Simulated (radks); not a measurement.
Problem. Ru+, configuration [Kr] 4d6.5 5p0.5 (fractional occupations, a model configuration). Method: scalar-relativistic Kohn-Sham, PBE, spin-polarised, spherical densities, finite nucleus; open shells are filled with parallel spins first (spin-orbit coupling, left out, can overturn this in heavy ions); Fermi nuclear charge, rms radius 4.4809 fm; computed with a radial shooting solver on a logarithmic mesh with Libxc functionals. Some entries of the table are withheld. Estimate them.

orbital,occ.,eigenvalue (eV),<r^2> (bohr^2),<r> (bohr)
1s down,1,-21946.41,0.001510,0.03344
1s up,1,-21946.41,0.001510,0.03344
2s up,1,-3163.969,0.02501,0.1457
2s down,1,-3163.491,0.02501,0.1457
2p up,3,-2834.698,0.01969,0.1270
2p down,3,-2834.337,0.01969,0.1270
3s up,1,-565.2355,0.1856,0.4027
3s down,1,-564.9908,0.1856,0.4027
3p up,3,-457.0491,0.1889,0.4030
3p down,3,-456.7695,0.1888,0.4030
3d up,5,-283.0181,0.1768,0.3842
3d down,5,-282.5795,0.1766,0.3841
4s up,1,-87.1298,1.178,1.020
4s down,1,-84.8585,1.170,1.016
4p up,3,(1),1.456,1.127
4p down,3,(2),1.447,1.123
4d up,5,-15.5281,3.034,1.583
4d down,1.5,-13.0298,3.186,1.614
5p up,0.5,-7.3164,16.13,(3)
5p down,0,-6.1028,17.22,(4)

Solution. 
(1) 4p up eigenvalue (eV): -57.2068
(2) 4p down eigenvalue (eV): -54.7714
(3) 5p up <r> (bohr): 3.758
(4) 5p down <r> (bohr): 3.884
